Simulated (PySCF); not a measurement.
MoO2Cl2, SMILES [O]=[Mo](=[O])([Cl])[Cl], multiplicity 1.

Coordinates come from a PBE-D3(BJ)/def2-SVP optimisation. The spin state was assumed, not searched. The isomer is the one that the SMILES or the coordinates give; other isomers of the formula were not compared. The def2 effective core potentials stand for the cores of Mo; spin–orbit coupling is left out.

Calculation: CAM-B3LYP/def2-TZVP run with PySCF.

Symmetry labels are those of the subgroup C2v that the program uses (full group C2v).

Computed valence orbital energies around the gap with their symmetry:
```json
[
 {"orbital": "HOMO−7", "symmetry": "A1", "energy (eV)": "-13.87"},
 {"orbital": "HOMO−6", "symmetry": "A1", "energy (eV)": "-13.16"},
 {"orbital": "HOMO−5", "symmetry": "B1", "energy (eV)": "-12.34"},
 {"orbital": "HOMO−4", "symmetry": "B2", "energy (eV)": "-11.92"},
 {"orbital": "HOMO−3", "symmetry": "A1", "energy (eV)": "-11.89"},
 {"orbital": "HOMO−2", "symmetry": "A2", "energy (eV)": "-11.40"},
 {"orbital": "HOMO−1", "symmetry": "B2", "energy (eV)": "-11.38"},
 {"orbital": "HOMO", "symmetry": "B1", "energy (eV)": "-11.36"},
 {"orbital": "LUMO", "symmetry": "A1", "energy (eV)": "-3.02"},
 {"orbital": "LUMO+1", "symmetry": "A2", "energy (eV)": "-2.32"},
 {"orbital": "LUMO+2", "symmetry": "B1", "energy (eV)": "-1.90"},
 {"orbital": "LUMO+3", "symmetry": "A1", "energy (eV)": "-0.59"}
]
```
